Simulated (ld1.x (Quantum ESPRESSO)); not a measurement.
# germanium (Ge): RRKJ pseudisation with PBE, fully relativistic reference atom.

```json
{
 "Element": "germanium",
 "Generator": "ld1.x (Quantum ESPRESSO) 7.5",
 "Type": "norm-conserving RRKJ (Kleinman–Bylander form)",
 "Functional": "PBE",
 "Relativity": "fully relativistic",
 "Frozen core": "[Ar]",
 "Valence charge": "14",
 "Reference configuration": "3d10 4s1 4p3",
 "Partial waves": "4s (bound): rc 1.35 bohr; 3d (bound): rc 0.55 bohr; 4p (bound): rc 1.80 bohr",
 "Local potential": "the p channel",
 "Core correction": "none"
}
```

Open shells are filled in proportion to 2j + 1 (rel_dist='average').

Is a potential produced?

No. ld1.x (Quantum ESPRESSO) 7.5 stopped with "compute_chi: n is too large": the Bessel-function wave could not be built (negative determinant in compute_phi), and the routine for χ then failed on it.
